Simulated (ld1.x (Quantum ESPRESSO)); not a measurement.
The numbers below are computed, except where a source is named.
**Hardness and transferability of assorted potentials**

Generated with ld1.x 7.5 (TM, RRKJ, ultrasoft, PAW), atompaw 4.2 or ONCVPSP 4.0.1. The cutoff is in Ry: for ld1.x and atompaw files where the sum of valence levels is converged to 10 mRy in a Bessel basis, for ONCV files where the hardest occupied wave has 1 mHa per electron of residual kinetic energy. The error is the largest all-electron minus pseudo excitation energy over each file’s own four to seven test configurations (ionisations up to +4, promotions, holes and added fractions of an electron), all of which were solved. The labels leave out finer settings (local radius, basis sizes, second energies), which also bear on the numbers. Spin-polarised tests are not counted. The rows are a selection from randomly drawn settings: files with unsolved tests, undetermined cutoffs or missed reference levels are left out.

A true bound ghost makes a file unfit for plane-wave use even where its test errors are small: the radial tests pick states by their node count and pass the ghost by.

```tsv
element	potential	cutoff (Ry)	largest error (meV)	bound ghosts
F	PAW, revPBE, scalar-relativistic, rc 0.75/1.10 (sp), local smoothed, core correction yes, reference 2s2 2p4.5	60	-90	none
Ti	TM, LDA (PZ), scalar-relativistic, rc 2.90/1.34/1.80 (spd), local smoothed, core correction yes, reference 3p6 3d2 4s1.75 4p0	70	+292	none
Cu	PAW, LDA (PZ), scalar-relativistic, rc 1.10/1.65/1.25 (spd), local smoothed, core correction yes, reference 3s2 3p6 3d10 4s1 4p0	90	-37	none
Ru	TM semilocal, LDA (PZ), scalar-relativistic, rc 2.65/4.05/1.65 (spd), local d, core correction no, reference 4d7 5s1 5p0	50	-249	none
Ta	TM, LDA (PZ), scalar-relativistic, rc 2.10/2.55/1.80 (spd), local p, core correction no, reference 5d3 6s0 6p0	30	+93	s
Au	TM, PBE, scalar-relativistic, rc 1.95/2.80/2.20 (spd), local s, core correction yes, reference 5d10 6s1 6p0	40	-982	none
```

Q: Fill in the row for Te: ultrasoft, revPBE, scalar-relativistic, rc 1.85/2.30/1.70 (spd), local smoothed, core correction yes, reference 4d10 5s2 5p3.

A: cutoff 40 Ry, largest error -111 meV, bound ghosts: none.

Q: Fill in the row for P: TM, PBE, scalar-relativistic, rc 1.65/2.00/1.80 (spd), local p, core correction no, reference 3s2 3p3.

A: cutoff 21 Ry, largest error +201 meV, bound ghosts: none.
